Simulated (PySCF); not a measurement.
# Basis and Hamiltonian dependence of the excitation energy of N²⁺

N²⁺ [He] 2s2 2p1 (2P) → N²⁺ [He] 2s2 3d1 (2D). Calculated with PySCF 2.14 from differences of total energies of unrestricted determinants, without spin-orbit coupling. Values in eV.

```tsv
basis	Hamiltonian	functions	UHF	r2SCAN	PBE0	MP2 (valence)	CCSD(T) (valence)	CCSD(T) (valence and next inner shell)
aug-cc-pVDZ-DK	spin-free X2C	23	34.811	34.392	34.065	33.870	n/a	n/a
aug-cc-pVTZ	non-relativistic	46	33.518	33.384	32.992	32.847	n/a	n/a
aug-cc-pwCVTZ	non-relativistic	59	33.518	33.391	32.996	32.862	33.294	33.367
def2-QZVPPD	non-relativistic	63	33.274	33.262	32.855	32.766	33.132	33.181
x2c-QZVPPall with one added diffuse shell each of s, p, d, f type	spin-free X2C	73	33.299	33.265	32.860	32.729	33.092	33.141
aug-cc-pVQZ-DK	spin-free X2C	80	33.272	33.235	32.839	32.702	33.061	n/a
```

Frozen in the all-electron rows: valence: 1s2; valence and next inner shell: nothing.

At UHF, aug-cc-pVDZ-DK lies more than 0.3 eV from the median of the rows with comparable relativity.
